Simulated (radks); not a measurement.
The numbers below are computed, except where a source is named.
Mean orbital radii <r> (bohr) of neutral tantalum, [Xe] 4f14 5d3 6s2, at several levels of relativity; Dirac values are averaged over j with weights 2j + 1. Spin-unpolarised spherical Kohn-Sham, BLYP, point nucleus unless stated (finite: rms radius 5.3507 fm), a radial shooting solver on a logarithmic mesh with Libxc functionals. A level marked "c x" has the speed of light scaled by that factor and shares open shells by 2j + 1; other Dirac levels either fill j = l - 1/2 first or share by 2j + 1.

| shell | non-rel. | scalar-rel. | scalar-rel., finite nucleus | Dirac, 2j+1 shares, finite nucleus | change of magnitude, last against first (%) |
|---|---|---|---|---|---|
| 2p | 0.07423 | 0.07056 | 0.07056 | 0.07009 | -5.57 |
| 3s | 0.2232 | 0.2048 | 0.2048 | 0.2043 | -8.44 |
| 3p | 0.2132 | 0.2049 | 0.2049 | 0.2040 | -4.33 |
| 3d | 0.1871 | 0.1856 | 0.1856 | 0.1856 | -0.80 |
| 4s | 0.4989 | 0.4587 | 0.4588 | 0.4587 | -8.05 |
| 4p | 0.5067 | 0.4877 | 0.4877 | 0.4865 | -3.98 |
| 4d | 0.5255 | 0.5231 | 0.5231 | 0.5234 | -0.40 |
| 5s | 1.204 | 1.100 | 1.100 | 1.101 | -8.56 |
| 5p | 1.342 | 1.295 | 1.295 | 1.293 | -3.70 |
| 4f | 0.6180 | 0.6397 | 0.6397 | 0.6404 | +3.62 |
| 5d | 2.139 | 2.263 | 2.263 | 2.267 | +5.97 |
| 6s | 3.644 | 3.305 | 3.306 | 3.308 | -9.23 |
